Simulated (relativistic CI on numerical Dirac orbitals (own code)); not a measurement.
# Dy²⁺: computed level list

Calculated at this level of theory: Dirac-Coulomb-Breit CI, orbitals from a KLI potential per configuration, model QED (radiative potential, 1s self-energy scaled to tabulated hydrogen-like ionisation energies), valence Slater integrals scaled by 0.85 (own radial code, finite nucleus).

Configurations in the expansion (outside the closed core [Xe]): 4f¹⁰.

The lowest level is 4f¹⁰ ⁵I8, with 94 % of that term; Hund's rules for 4f¹⁰ give ⁵I with J = 8, in agreement.

```csv
No.,Configuration,Term,J,E (cm⁻¹),%,Next component (%),Lifetime (s),jj configuration (%)
1,4f¹⁰,⁵I,8,0.0,94,6 ³K,,4f7/2^4 (58)
2,4f¹⁰,⁵I,7,4181.8,97,3 ³K,3.08e-01,4f5/2^5 4f7/2^5 (76)
3,4f¹⁰,⁵I,6,7143.3,96,3 ³H,5.18e-01,4f5/2^4 4f7/2^6 (63)
4,4f¹⁰,⁵I,5,9331.3,92,6 ³H,1.11e+00,4f5/2^4 4f7/2^6 (37)
5,4f¹⁰,⁵I,4,11053.6,91,9 ³H,2.77e+00,4f5/2^4 4f7/2^6 (38)
6,4f¹⁰,⁵F,5,15423.9,77,19 ³G,1.80e+00,4f7/2^4 (46)
7,4f¹⁰,⁵S,2,17744.0,67,17 ³P,,4f7/2^4 (45)
8,4f¹⁰,³K,8,17816.6,75,9 ³L,7.91e-02,4f7/2^4 (40)
9,4f¹⁰,⁵F,4,18163.7,92,5 ³F,1.44e+00,4f5/2^5 4f7/2^5 (46)
10,4f¹⁰,⁵F,3,19812.7,90,6 ³D,2.98e+00,4f5/2^5 4f7/2^5 (65)
11,4f¹⁰,⁵F,2,20074.7,59,18 ⁵S,4.43e+00,4f5/2^4 4f7/2^6 (40)
12,4f¹⁰,⁵F,1,21110.4,78,21 ³D,2.05e+00,4f5/2^5 4f7/2^5 (64)
13,4f¹⁰,³H,6,21667.3,50,46 ⁵G,1.00e-01,4f7/2^4 (43)
14,4f¹⁰,³K,7,21810.1,86,9 ³L,1.01e-01,4f5/2^5 4f7/2^5 (51)
15,4f¹⁰,³G,5,22450.7,43,20 ⁵F,1.29e-01,4f5/2^5 4f7/2^5 (40)
16,4f¹⁰,³G,4,24641.1,48,34 ⁵G,1.92e-01,4f5/2^5 4f7/2^5 (56)
17,4f¹⁰,³L,9,24781.9,91,9 ³M,8.53e-01,4f5/2^5 4f7/2^5 (96)
18,4f¹⁰,³K,6,24936.9,69,15 ⁵G,1.40e-01,4f5/2^4 4f7/2^6 (54)
19,4f¹⁰,⁵G,6,25250.8,37,35 ³H,1.43e-01,4f5/2^5 4f7/2^5 (56)
20,4f¹⁰,⁵F,2,26013.1,29,18 ¹D,1.30e-01,4f5/2^4 4f7/2^6 (47)
21,4f¹⁰,⁵G,5,26064.7,69,27 ³H,9.76e-02,4f5/2^5 4f7/2^5 (57)
22,4f¹⁰,³H,4,27332.3,29,21 ⁵G,8.88e-02,4f7/2^4 (37)
23,4f¹⁰,⁵G,3,27799.0,63,14 ³F,5.79e-01,4f5/2^5 4f7/2^5 (69)
24,4f¹⁰,³L,8,29096.3,71,13 ³K,,4f5/2^4 4f7/2^6 (69)
25,4f¹⁰,⁵G,2,29151.1,53,27 ³F,,4f5/2^4 4f7/2^6 (40)
26,4f¹⁰,³P,1,29829.0,62,24 ³D,,4f5/2^4 4f7/2^6 (49)
27,4f¹⁰,³M,10,29870.7,98,2 ¹N,,4f5/2^5 4f7/2^5 (83)
28,4f¹⁰,³D,3,30015.5,67,14 ³G,,4f5/2^4 4f7/2^6 (67)
29,4f¹⁰,¹L,8,30821.7,63,18 ³M,,4f5/2^4 4f7/2^6 (63)
30,4f¹⁰,³F,3,31752.2,41,38 ³G,,4f5/2^4 4f7/2^6 (50)
```

Energies count from the lowest computed level; lifetimes are radiative, by E1, M1, E2, M2 decay to levels of this space only; some are left blank where a channel outside the calculation adds to the decay or the decay crosses a small, uncertain gap. Filled j subshells are mostly left out of the jj labels.

The mean weight of the leading LS term, summed over parents, in these 30 levels is 69 %, and that of the leading jj configuration (from the same eigenvectors) 55 %, so LS coupling describes them better.

One configuration and one scale for all Slater integrals: terms of lower spin can come out thousands of cm⁻¹ low, and their order can be wrong.

Landé's interval rule says that E(J) − E(J−1) = AJ with one A. For the ground term the intervals give A = -344.5, -364.7, -423.1, -522.7 cm⁻¹ for J = 5, 6, 7, 8; the multiplet is inverted.

LS names give the leading component of a level, which can be under half, so a name can repeat, a term be missing and a line seem to break the LS rules.
